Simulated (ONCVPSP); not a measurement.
**Before and after: ONCV potential for Mo**

| Quantity | Value |
| --- | --- |
| Element | Mo |
| Generator | ONCVPSP 4.0.1 |
| Type | optimised norm-conserving Vanderbilt (ONCV) |
| Functional | PBEsol |
| Relativity | scalar-relativistic |
| Frozen core | [Ar] 3d10 |
| Valence charge | 14 |
| Reference configuration | 4s2 4p6 4d5 5s1 |
| Partial waves | 4s+5s: rc 1.85 bohr, ncon 4, nbas 7, qcut 6.7 1/bohr, 2 projectors; 4p: rc 1.25 bohr, ncon 4, nbas 8, qcut 7.7 1/bohr, 2 projectors, debl 1.5 Ha; 4d: rc 2.60 bohr, ncon 3, nbas 8, qcut 7 1/bohr, 1 projector |
| Local potential | polynomial inside 0.95 bohr (lpopt 5, dvloc0 0 Ha) |
| Core correction | Teter function fitted to the true core (icmod 2), fcfact 0.7 |

Change: s: rc 1.9.

Cutoffs: the cutoffs (Ha) at which the residual kinetic energy of the hardest occupied pseudo-wave falls to 1 and 0.1 mHa per electron; they do not see the model core or the augmentation charge, which bear on the density cutoff. Errors are all-electron minus pseudo energies relative to the spin-unpolarised reference configuration.

What does the change do?

The potential gets neither clearly harder nor softer (28 Ha and 98 Ha → 28 Ha and 98 Ha); the errors of the 3 common tests hardly move; neither file shows a bound ghost.

```tsv
quantity	base	changed
cutoff, loose	28 Ha	28 Ha
cutoff, tight	98 Ha	98 Ha
loose cutoff by channel	s 15 Ha, p 28 Ha, d 14 Ha	s 15 Ha, p 28 Ha, d 14 Ha
bound ghosts	none	none
GHOST(+) flags under 300 eV	s at 59.0 eV	s at 54.7 eV
tests with a reliable result	3 of 4	3 of 4
error for 4s2 4p6 4d5 5s0, meV [ΔE 6.90 eV]	-0.8	-0.9
error for 4s2 4p6 4d4 5s0, meV [ΔE 22.36 eV]	-4.7	-4.8
error for 4s2 4p6 4d3 5s0, meV [ΔE 49.09 eV]	+22	+22
p: phases at 1.27 bohr within 0.05 rad from the reference energy up to (Ha; the scan ends near 5)	to the end of the scan	to the end of the scan
d: phases at 2.64 bohr within 0.05 rad from the reference energy up to (Ha; the scan ends near 5)	0.8	0.8
rms error of d²Exc/dni dnj with the model core, mHa	1.21	1.29
```
